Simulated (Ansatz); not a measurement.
Total energies of `[SiH3][SiH]1BO1`.

| atom | x (Å) | y (Å) | z (Å) |
| --- | --- | --- | --- |
| Si1 | 0.243 | 0.341 | 1.594 |
| Si2 | -0.672 | 0.083 | -0.535 |
| B3 | 0.073 | -0.980 | -1.932 |
| O4 | 0.542 | 0.264 | -1.808 |
| H5 | -0.774 | -0.070 | 2.598 |
| H6 | 1.440 | -0.530 | 1.721 |
| H7 | 0.629 | 1.754 | 1.855 |
| H8 | -1.818 | 0.994 | -0.798 |
| H9 | 0.337 | -1.854 | -2.695 |

Total charge 0; spin multiplicity 1. The structure was optimised at the PBE0-D4/def2-TZVP level. Basis def2-TZVPP, Ansatz 0.2.0.

RPA on PBE orbitals: Hartree–Fock energy of these orbitals -680.33384 Eh, correlation -1.01420 Eh (frozen core).

```json
{"functional": "LDA (SPW92)", "energy without D4 (Eh)": "-678.95998", "D4 term (kJ/mol)": "–"}
{"functional": "PBE", "energy without D4 (Eh)": "-681.70640", "D4 term (kJ/mol)": "-17.8"}
{"functional": "revPBE", "energy without D4 (Eh)": "-681.98184", "D4 term (kJ/mol)": "-49.4"}
{"functional": "BLYP", "energy without D4 (Eh)": "-682.09946", "D4 term (kJ/mol)": "-38.7"}
{"functional": "r2SCAN", "energy without D4 (Eh)": "-682.02443", "D4 term (kJ/mol)": "-4.2"}
{"functional": "B97M-V", "energy without D4 (Eh)": "-681.97494", "D4 term (kJ/mol)": "–"}
{"functional": "PBE0", "energy without D4 (Eh)": "-681.76815", "D4 term (kJ/mol)": "-15.2"}
{"functional": "B3LYP", "energy without D4 (Eh)": "-682.18305", "D4 term (kJ/mol)": "-29.0"}
{"functional": "r2SCAN0", "energy without D4 (Eh)": "-682.00171", "D4 term (kJ/mol)": "-5.1"}
{"functional": "BHLYP", "energy without D4 (Eh)": "-682.08066", "D4 term (kJ/mol)": "-24.0"}
{"functional": "CAM-B3LYP", "energy without D4 (Eh)": "-682.09947", "D4 term (kJ/mol)": "-15.6"}
{"functional": "LC-ωPBE", "energy without D4 (Eh)": "-681.87869", "D4 term (kJ/mol)": "–"}
{"functional": "ωB97M-V", "energy without D4 (Eh)": "-682.04552", "D4 term (kJ/mol)": "–"}
{"functional": "PBE-QIDH", "energy without D4 (Eh)": "-681.57949", "D4 term (kJ/mol)": "–"}
```

Q: Give the same for r2SCANh, HSE06 (plane-wave form), ωB97X-V, B2PLYP. (Best estimate.)

A: Ansatz gave: 
```json
{"functional": "r2SCANh", "energy without D4 (Eh)": "-682.01491", "D4 term (kJ/mol)": "-4.6"}
{"functional": "HSE06 (plane-wave form)", "energy without D4 (Eh)": "-681.74949", "D4 term (kJ/mol)": "-14.3"}
{"functional": "ωB97X-V", "energy without D4 (Eh)": "-682.00873", "D4 term (kJ/mol)": "–"}
{"functional": "B2PLYP", "energy without D4 (Eh)": "-681.81317", "D4 term (kJ/mol)": "–"}
```

B3LYP takes the VWN-RPA correlation (the form of Gaussian; ORCA's B3LYP/G). HSE06 is the plane-wave form, built on full-range PBE exchange. The double hybrids freeze the cores in their second-order part.

LC-ωPBE has ω = 0.4 bohr⁻¹.
